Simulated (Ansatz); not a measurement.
A run of Ansatz (development build ahead of 0.2.0) on singlet BeH2 at this shape:

```xyz
3

H     0.0000    0.0000   -1.2320
Be    0.0000    0.0000    0.0000
H     0.0000    0.0000    1.2320
```

Its results:

- Converged: yes
- Total energy: -15.55823 hartree
- Spin squared of the determinant: 0.000

Q: Which input gives this output? Name the method, the orbitals and the basis set, and write the input.

A: RHF in STO-3G. An unrestricted run that stays on the closed shell gives the same numbers.

```yaml
crystal:
  periodic: [false, false, false]
  atoms:
    - { symbol: H, position_ang: [0.0, 0.0, -1.23198] }
    - { symbol: Be, position_ang: [0.0, 0.0, 0.0] }
    - { symbol: H, position_ang: [0.0, 0.0, 1.23198] }
basis:
  gaussian: { orbitals: STO-3G }
hamiltonian:
  xc: hf
```
